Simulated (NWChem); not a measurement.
# Correlation energy of phosphoric acid (H₃O₄P)

```xyz
8

O      0.4871     0.0867     1.4956
P      0.0953    -0.0025    -0.0820
O      1.2280    -0.0322    -1.0566
O     -0.9113    -1.2820    -0.0880
O     -0.9577     1.2315    -0.2187
H      1.2783     0.6506     1.6007
H     -0.3992    -2.0952    -0.2653
H     -1.0786     1.4500    -1.1635
```
Charge 0, spin multiplicity 1.

All runs are NWChem calculations. All single points use one geometry, from PBE/def2-SVP, a minimum by its harmonic frequencies. It is one conformer; others weren't searched.

Basis set: def2-SVP. Each correlation energy counts from its own Hartree-Fock reference.

The correlated methods keep 9 core orbitals frozen. Coupled-cluster values serve here as a point of comparison, not as the truth.

Task: Order these methods by the correlation energy they give, lowest first: CCSD(T), CCSD, MP2, CCSD+T(CCSD), SCS-MP2.

Result: CCSD+T(CCSD) (-901.6 mHa), CCSD(T) (-899.8 mHa), CCSD (-878.5 mHa), MP2 (-863.2 mHa), SCS-MP2 (-832.8 mHa)
